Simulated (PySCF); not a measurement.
AlHFCl, SMILES [Cl][AlH][F]. Atoms are numbered in the order given.

```xyz
4

Al    -0.5080    -0.5577     0.0000
H     -2.0382    -0.9145     0.0000
F      0.6198    -1.7743     0.0000
Cl     0.1803     1.4196     0.0000
```

Geometry optimised at PBE-D3(BJ)/def2-TZVP.

Computed with PBE/def2-TZVPD in PySCF.

Symmetry labels are those of the subgroup Cs that the program uses (full group Cs).

**Question.** List the valence orbital energies around the gap with their symmetry. (The exact figures need the calculation; the answer reports its results.)

**Answer.** 
| orbital | symmetry | energy (eV) |
|---|---|---|
| HOMO−7 | A' | -20.47 |
| HOMO−6 | A' | -11.62 |
| HOMO−5 | A' | -10.13 |
| HOMO−4 | A' | -9.95 |
| HOMO−3 | A" | -9.94 |
| HOMO−2 | A' | -8.62 |
| HOMO−1 | A" | -8.43 |
| HOMO | A' | -8.13 |
| LUMO | A" | -2.06 |
| LUMO+1 | A' | -1.65 |
| LUMO+2 | A' | -0.20 |
| LUMO+3 | A' | 0.19 |
